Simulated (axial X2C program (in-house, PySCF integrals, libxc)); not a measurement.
NdF⁺: the levels of the configuration f4 s0 d(πδ)0

Computed with an in-house all-electron X2C program for linear molecules (integrals from PySCF): two-component X2C with atomic mean-field Coulomb and Gaunt terms, basis Nd dyall-v3z, F dyall-v3z (cores contracted in-house). Orbitals come from Hartree–Fock averaged over the configuration Nd f4 s0 d(πδ)0; CI then distributes these electrons over the f, s, d(πδ) shells of Nd.

R = 2.055 Å (near the minimum of the configuration average).

Active spinors (ω > 0):

| shell | ω | ε (eV) | character |
| --- | --- | --- | --- |
| f | 1/2 | 2.06 | 97% Nd f |
| f | 5/2 | 2.07 | 100% Nd f |
| f | 3/2 | 2.11 | 99% Nd f |
| f | 1/2 | 2.29 | 97% Nd f, 3% Nd d |
| f | 7/2 | 2.33 | 100% Nd f |
| f | 3/2 | 2.35 | 98% Nd f |
| f | 5/2 | 2.37 | 100% Nd f |
| s | 1/2 | -4.58 | 86% Nd s, 10% Nd p, 4% Nd d |
| d(πδ) | 3/2 | -2.57 | 99% Nd d |
| d(πδ) | 5/2 | -2.54 | 99% Nd d |
| d(πδ) | 3/2 | 2.36 | 84% Nd d, 15% Nd f |
| d(πδ) | 1/2 | 2.59 | 79% Nd d, 17% Nd f |

Lowest levels of this model:

| Ω | energy (cm⁻¹) | g∥ | configuration |
| --- | --- | --- | --- |
| 0 | 0 | 0.00 | 100% f4 |
| 1 | 14 | 1.30 | 100% f4 |
| 2 | 45 | 2.51 | 100% f4 |
| 3 | 79 | 3.68 | 100% f4 |
| 4 | 192 | 4.98 | 100% f4 |
| 1 | 1096 | 1.77 | 100% f4 |
| 0 | 1096 | 0.00 | 100% f4 |
| 2 | 1104 | 3.60 | 100% f4 |
| 3 | 1124 | 5.41 | 100% f4 |
| 4 | 1179 | 7.13 | 100% f4 |
| 5 | 1254 | 9.17 | 100% f4 |
| 1 | 2317 | 2.13 | 100% f4 |
| 0 | 2318 | 0.00 | 100% f4 |
| 2 | 2319 | 4.26 | 100% f4 |
| 3 | 2330 | 6.41 | 100% f4 |
| 4 | 2356 | 8.52 | 100% f4 |
| 5 | 2411 | 10.63 | 100% f4 |
| 6 | 2478 | 12.99 | 100% f4 |
| 0 | 3649 | 0.00 | 100% f4 |
| 1 | 3650 | 2.34 | 100% f4 |
| 2 | 3654 | 4.69 | 100% f4 |
| 3 | 3663 | 7.04 | 100% f4 |
| 4 | 3677 | 9.40 | 100% f4 |
| 5 | 3701 | 11.71 | 100% f4 |
| 6 | 3753 | 14.04 | 100% f4 |
| 7 | 3834 | 16.58 | 100% f4 |
| 0 | 5061 | 0.00 | 100% f4 |
| 5 | 5117 | 12.46 | 100% f4 |
| 6 | 5131 | 14.93 | 100% f4 |
| 7 | 5177 | 17.38 | 100% f4 |

g∥ is the magnitude of 2⟨Lz + ge Sz⟩ for the +Ω component.

This point took 2.5 s on 1 thread of Arm Neoverse V1, on a shared host.

There is no dynamic correlation: spin–orbit spacings and, for f shells, spacings inside one term are the most reliable numbers, splittings between terms come out too wide, and energies between configurations are not reliable, so the lowest level need not be the ground state of the molecule. At most 4 roots were kept for each Ω > 0 (twice that for Ω = 0) within 2.2 eV of the lowest, so higher up levels can be missing between those listed; levels with Ω > 0 are doubly degenerate and listed once, Ω = 0 levels singly. States that fill the shells left empty in the average are placed too high.
